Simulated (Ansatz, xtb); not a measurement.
Relative energy of two isomers of AlF2H3Si

Structure X: `[F][Al]([F])[SiH3]`, a singlet. Structure Y: `[F][AlH][SiH2]F`, a singlet. Both are isolated molecules in the gas phase, relaxed with B3LYP-D3(BJ)/def2-SVP, each in the lowest conformer that the search found.

X (Å):

```xyz
7

Al   -2.3203   -0.7173   -1.2400
F    -3.6797    0.1337   -1.6760
F    -1.6808   -1.7210   -2.3997
Si   -1.3480   -0.4835    0.9730
H    -2.3584   -0.8475    2.0104
H    -0.1544   -1.3639    1.1258
H    -0.9385    0.9350    1.1972
```

Y (Å):

```yaml
atoms:
  - { symbol: Al, position_ang: [-3.0919, -1.0330, 0.2267] }
  - { symbol: F, position_ang: [-4.2222, 0.1733, 0.4835] }
  - { symbol: F, position_ang: [0.1418, -1.5955, -0.4049] }
  - { symbol: Si, position_ang: [-0.7925, -0.2659, -0.1760] }
  - { symbol: H, position_ang: [-3.6271, -2.5186, 0.2720] }
  - { symbol: H, position_ang: [-0.6699, 0.5963, -1.3906] }
  - { symbol: H, position_ang: [-0.2246, 0.5023, 0.9733] }
```

Task: Estimate E(Y) − E(X) at the level CCSD(T)/def2-TZVP.

Result: Calculated at CCSD(T)/def2-TZVP: E(Y) − E(X) = +85.1 kJ/mol, so structure X lies lower.

How the difference moves with the method:

| level | geometry | E(Y) − E(X) (kJ/mol) | departure from the last row (kJ/mol) | job, with rough time for the two |
| --- | --- | --- | --- | --- |
| GFN2-xTB | GFN2-xTB | +71.2 | −13.9 | optimisation, 0.17 s |
| HF/STO-3G | GFN2-xTB | +104.7 | +19.6 | single point, 0.38 s |
| r2SCAN-D4/def2-SVP | GFN2-xTB | +105.3 | +20.2 | single point, 5.2 s |
| B3LYP-D3(BJ)/def2-SVP | B3LYP-D3(BJ)/def2-SVP | +90.0 | +4.8 | optimisation, 27 s |
| HF/def2-TZVP | B3LYP-D3(BJ)/def2-SVP | +73.0 | −12.1 | part of the CCSD(T) run |
| MP2/def2-TZVP | B3LYP-D3(BJ)/def2-SVP | +86.1 | +1.0 | part of the CCSD(T) run |
| CCSD(T)/def2-TZVP | B3LYP-D3(BJ)/def2-SVP | +85.1 |  | single point, 84 s |

As drawn, Y has 1 F–Si, 1 Al–H in place of 1 Al–F, 1 Si–H.

None of the levels shown reverses the order. The largest departure from CCSD(T)/def2-TZVP is that of r2SCAN-D4/def2-SVP, 20.2 kJ/mol.

With harmonic frequencies from B3LYP-D3(BJ)/def2-SVP (ideal gas, rigid rotor, one conformer each, 298.15 K, 1 atm): on the last row, ΔE + ΔZPE = +84.0 kJ/mol. A mode under 50 cm⁻¹ makes harmonic enthalpies and free energies unreliable, so none is given.

The correlated steps freeze 12 core orbitals. Programs: Ansatz 0.2.0, xtb 6.7.1; the last row on 1 thread of AMD EPYC 7R43 64-Core Processor (Zen 3) on a shared host.
